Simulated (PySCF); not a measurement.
H3Si, SMILES [SiH3], multiplicity 2. Atoms are numbered in the order given.

```xyz
4

Si     0.0000     0.0000    -0.0803
H     -1.2222     0.7056     0.3747
H      1.2222     0.7056     0.3747
H      0.0000    -1.4113     0.3747
```
Charge 0, spin multiplicity 2.

Coordinates come from a B3LYP-D3(BJ)/def2-TZVPD optimisation.

These are ωB97X/def2-TZVPD run with PySCF values and carry that method's errors.

Isolated molecule, no solvent.

```yaml
total_energy: -291.22731 hartree
point_group: C3v
"α spin, highest occupied and lowest empty level": -8.56 and 2.00 eV
"β spin, highest occupied and lowest empty level": -12.40 and -1.15 eV
dipole_moment: 0.01 D
quadrupole, principal values (traceless, Buckingham form, about the centre of nuclear charge): -0.39, 0.19, 0.19 D·Å
mean_static_polarisability: 34.0 bohr³ (5.05 Å³)
polarisability_principal_values: 33.1, 34.5, 34.5 bohr³
"⟨S²⟩": 0.752 (pure state 0.75)
```
